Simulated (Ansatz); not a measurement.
**From Si to Sn: the HOMO–LUMO gap**

Gas-phase molecules, one atom swapped for its congeners: C3H9NSi `CC(C)[Si]N`; C3H9GeN `C[CH](C)[Ge][NH2]`; C3H9NSn `C[CH](C)[Sn][NH2]`. All are singlets with charge 0.

Shapes, held fixed at every level: PBE0-D4/def2-TZVP. Flexible molecules stand in one conformer, not always the lowest. Programs: Ansatz 0.2.0. Values in eV.

```
               level  C3H9NSi  C3H9GeN  C3H9NSn
   PBE-D4/def2-TZVPP     2.94     2.76     2.41
r2SCAN-D4/def2-TZVPP     3.24     3.05     2.69
 B3LYP-D4/def2-TZVPP     4.46     4.19     3.69
  PBE0-D4/def2-TZVPP     4.81     4.58     4.09
  wB97M-V/def2-TZVPP     8.83     8.60     7.82
  wB97X-V/def2-TZVPP     9.12     8.83     8.06
```

At wB97X-V/def2-TZVPP the HOMO–LUMO gap falls at every step, from 9.12 to 8.06 eV. Every level shows the same order. For atoms past krypton def2 sets carry core potentials with scalar relativity. Relativity is left out for Ge. Orbital gaps aren't excitation energies, and the LUMO depends on the basis.
